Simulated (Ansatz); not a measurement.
Geometry optimisation, RKS B3LYP/def2-SVP (Ansatz).

Input file:

```yaml
crystal:
  periodic: [false, false, false]
  atoms:
    - { symbol: Sn, position_ang: [0.0, 0.0, 0.0] }
    - { symbol: H, position_ang: [0.0, 0.0, 2.09] }
    - { symbol: H, position_ang: [1.6408, 0.0, -0.5794] }
    - { symbol: H, position_ang: [-0.8195, 1.4198, -0.5794] }
    - { symbol: O, position_ang: [-0.9232, -1.5994, -0.6527] }
    - { symbol: H, position_ang: [-1.3778, -2.065, 0.1197] }
    - { symbol: O, position_ang: [-2.1447, 0.0068, 0.7126] }
    - { symbol: Al, position_ang: [-3.4612, -0.9543, -0.0025] }
    - { symbol: H, position_ang: [-3.1956, -2.4216, -0.461] }
    - { symbol: H, position_ang: [-4.8807, -0.3295, -0.1706] }
    - { symbol: H, position_ang: [-1.064, 0.0034, 1.9402] }
basis:
  gaussian: { orbitals: def2-SVP }
hamiltonian:
  xc: b3lyp
relax:
  f_tol: 0.15
  max_steps: 25
  restrain:
    - { distance: [0, 6], at: 1.96, k: 30.0 }
    - { distance: [10, 1], at: 0.66, k: 30.0 }
    - { distance: [0, 1], at: 2.94, k: 30.0 }
    - { distance: [10, 6], at: 2.21, k: 30.0 }
```

Run as:

```bash
$ ansatz run input.yaml --threads 2 --pin off --max-ram 3072MiB --backend cpu --events-out ev --progress --plain --runs-dir out
```

Problem. Where does it end, and by what steps?

Solution. The run converged. The restraints hold the end off the free minimum. After 22 steps the energy has fallen by 3.513 eV (the restraints' own energy left out); H6 moved furthest, 2.04 Å. Joined: H2–H11 (1.07 → 0.72 Å).

```csv
step,energy less start (eV),largest force component (eV/Å),accepted
0,0.0000,2.517,yes
1,-0.4278,2.958,yes
2,-0.7917,2.748,yes
3,-1.6026,2.381,yes
4,-2.1393,1.935,yes
5,-2.5168,1.664,yes
6,-2.7963,1.560,yes
7,-3.0265,1.553,yes
8,-3.2163,1.621,yes
9,-3.3171,1.658,yes
10,-3.3603,1.671,yes
11,-3.3788,1.671,yes
12,-3.3804,1.697,yes
13,-3.4026,1.689,yes
14,-3.4337,1.374,yes
15,-3.4547,1.413,yes
16,-3.4611,1.607,yes
17,-3.5171,0.996,no
18,-3.4829,1.572,yes
19,-3.5019,1.471,yes
20,-3.5111,1.533,yes
21,-3.5306,1.321,no
22,-3.5126,1.560,yes
```

```xyz
11
Properties=species:S:1:pos:R:3
Sn -0.287 -0.276 -0.256
H -0.441 1.165 2.306
H 0.811 -1.033 0.828
H 0.039 1.307 -0.806
O -0.445 -1.363 -1.924
H -0.567 -2.304 -1.742
O -2.087 -0.334 0.544
Al -3.610 -1.099 0.456
H -3.698 -2.618 0.004
H -4.877 -0.275 0.926
H -1.064 0.889 2.080
```

Time of the run: 2.4 min on 2 threads of Intel(R) Xeon(R) Platinum 8175M CPU @ 2.50GHz (Skylake/Cascade Lake), with other jobs on the host, peak memory 0.28 GiB.
